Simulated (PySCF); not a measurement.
C₂H₉AlBNO₂ (SMILES CB(C)[NH][Al]([OH])[OH]), singlet, geometry from GFN2-xTB (such geometries of metal compounds can be far from the true shape), atoms displaced at random by about 0.08 Å a coordinate; PySCF with B3LYP/STO-3G, gradient.

The PySCF input:
```python
from pyscf import gto, scf, dft

mol = gto.Mole()
mol.atom = '''
    B    -1.653801   -0.235292    0.108467
    C    -2.894791   -1.064620    0.737393
    C    -1.864013    1.131061   -0.836626
    N    -0.244914   -0.459107    0.594497
    Al    1.319890    0.117567    0.086798
    O     2.389597   -0.671641    0.816823
    O     1.823510    1.087682   -1.202039
    H    -2.707381   -1.840713    1.253739
    H    -3.718960   -1.216738   -0.008076
    H    -3.398020   -0.448526    1.561050
    H    -2.140292    0.797501   -1.945182
    H    -0.994725    1.874931   -0.826779
    H    -2.777783    1.643526   -0.659949
    H    -0.250492   -1.423203    1.153967
    H     3.371134   -0.925784    1.183774
    H     1.386078    1.620140   -1.929620
'''
mol.basis = 'sto-3g'
mol.charge = 0
mol.spin = 0
mol.verbose = 4
mol.build()

mf = dft.RKS(mol)
mf.xc = 'b3lyp'
mf.grids.level = 5
mf.kernel()
g = mf.nuc_grad_method()
g.grid_response = False
grad = g.kernel()
```

It wrote (shortened):

```
PySCF version 2.14.0

[INPUT] verbose = 4
[INPUT] num. atoms = 16
[INPUT] num. electrons = 62
[INPUT] charge = 0
[INPUT] spin (= nelec alpha-beta = 2S) = 0
[INPUT] symmetry False subgroup None
[INPUT] Mole.unit = angstrom
[INPUT] Symbol           X                Y                Z      unit          X                Y                Z       unit  Magmom
[...]
nuclear repulsion = 344.498350417056
number of shells = 32
number of NR pGTOs = 144
number of NR cGTOs = 48
basis = sto-3g
ecp = {}

******** <class 'pyscf.dft.rks.RKS'> ********
method = RKS
initial guess = minao
damping factor = 0
level_shift factor = 0
DIIS = <class 'pyscf.scf.diis.CDIIS'>
diis_start_cycle = 1
diis_space = 8
diis_damp = 0
SCF conv_tol = 1e-09
SCF conv_tol_grad = None
SCF max_cycles = 50
direct_scf = True
direct_scf_tol = 1e-13
XC library pyscf.dft.libxc version 7.1.2
    S. Lehtola, C. Steigemann, M. J. T. Oliveira, and M. A. L. Marques,  SoftwareX 7, 1–5 (2018)
XC functionals = b3lyp
    P. J. Stephens, F. J. Devlin, C. F. Chabalowski, and M. J. Frisch,  J. Phys. Chem. 98, 11623 (1994)
radial grids:
    Treutler-Ahlrichs [JCP 102, 346 (1995); DOI:10.1063/1.469408] (M4) radial grids

becke partition: Becke, JCP 88, 2547 (1988); DOI:10.1063/1.454033
pruning grids: <function nwchem_prune>
grids dens level: 5
symmetrized grids: False
atomic radii adjust function: <function treutler_atomic_radii_adjust>
small_rho_cutoff = 0
Set gradient conv threshold to 3.16228e-05
Initial guess from minao.
tot grids = 512096
init E= -547.390508695862
[...]
cycle= 1 E= -546.831488745716  delta_E= 0.559  |g|= 0.973  |ddm|= 4.88
[...]
cycle= 2 E= -546.542616595941  delta_E= 0.289  |g|=  1.4  |ddm|= 3.12
[...]
cycle= 3 E= -547.160110389218  delta_E= -0.617  |g|= 0.204  |ddm|= 1.96
[...]
cycle= 4 E= -547.173079664336  delta_E= -0.013  |g|= 0.0744  |ddm|= 0.349
[...]
cycle= 5 E= -547.174707504882  delta_E= -0.00163  |g|= 0.02  |ddm|= 0.124
[...]
cycle= 6 E= -547.174846613907  delta_E= -0.000139  |g|= 0.00234  |ddm|= 0.031
[...]
cycle= 7 E= -547.17484837185  delta_E= -1.76e-06  |g|= 0.000743  |ddm|= 0.00426
[...]
cycle= 8 E= -547.174848541111  delta_E= -1.69e-07  |g|= 0.000248  |ddm|= 0.00135
[...]
cycle= 9 E= -547.174848560823  delta_E= -1.97e-08  |g|= 5.49e-05  |ddm|= 0.000395
[...]
cycle= 10 E= -547.174848561741  delta_E= -9.17e-10  |g|= 1.77e-05  |ddm|= 9.42e-05
[...]
Extra cycle  E= -547.17484856168  delta_E= 6.09e-11  |g|= 2.22e-05  |ddm|= 5.23e-05
converged SCF energy = -547.17484856168

******** <class 'pyscf.grad.rks.Gradients'> for <class 'pyscf.dft.rks.RKS'> ********
unit = Eh/Bohr
grid_response = False
--------------- RKS gradients ---------------
         x                y                z
0 B    -0.0614540699    -0.0309550375    -0.0244398441
1 C     0.0594072631    -0.1692955074     0.0754943522
2 C    -0.0138383154     0.0461971168     0.0478721385
3 N     0.1080203946     0.0524565150    -0.0001598764
4 Al     0.0452231950    -0.0728167063     0.0818053865
5 O    -0.1423754747     0.0801605444    -0.0846862787
6 O    -0.0205582403     0.0116964142    -0.0183159958
7 H    -0.0436149465     0.1552525913    -0.0743161469
8 H    -0.0147403144     0.0060947215    -0.0114269388
9 H    -0.0131057258    -0.0009014764     0.0263763890
10 H    -0.0310696604    -0.0114793168    -0.0413395943
11 H     0.0231385778     0.0225200105     0.0046094280
12 H     0.0240829593    -0.0218423453    -0.0253036414
13 H    -0.0093365184    -0.0447157417     0.0190452733
14 H     0.0696765660    -0.0268306275     0.0327240906
15 H     0.0205607571     0.0044361379    -0.0079448314
----------------------------------------------
```
